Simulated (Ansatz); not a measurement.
`NBCF` + `[OH][SnH3]` → `FC[O][SnH3]` + `BN`  (substitution at a C–B bond)

Program: Ansatz. Geometries: PBE0-D4/def2-TZVP. ΔE: electronic, gas phase. CCSD(T)/CBS is the MP2 limit (def2-TZVPP, def2-QZVPP) plus CCSD(T) − MP2 in def2-TZVPP, frozen cores. This one scheme is used for every species. DFT in def2-TZVPP. HSE06 is defined as in plane-wave codes. def2 core potentials past Kr. For Sn outer-core shells are correlated without core-valence functions, which leaves a few kJ/mol of doubt a bond. Each species was taken in one conformer, which may not be the lowest.

```
     level  ΔE (kJ/mol)
r2SCANh-D4         39.9
r2SCAN0-D4         40.3
  HSE06-D4         41.6
    revPBE         41.9
```

Q: What does CCSD(T)/CBS give? (Estimate.)

A: Ansatz gave: +42.2 kJ/mol. The listed levels differ from it by -2.3, -1.9, -0.6, -0.3 kJ/mol.

Largest T1 diagnostic among the species: 0.014.

Leaving LDA and LC-ωPBE aside and taking each functional with its dispersion term where it has one, the values, not all of them listed here, spread over 5.3 kJ/mol, from ωB97X-V to PBE0-D4. At CCSD(T), def2-SVP lies −23.3 kJ/mol from the extrapolated value and def2-TZVPP −4.5 kJ/mol. In def2-TZVPP, CCSD(T) changes the Hartree–Fock value by +6.9 kJ/mol (the triples alone add −0.9 kJ/mol) and MP2 by +9.8 kJ/mol.
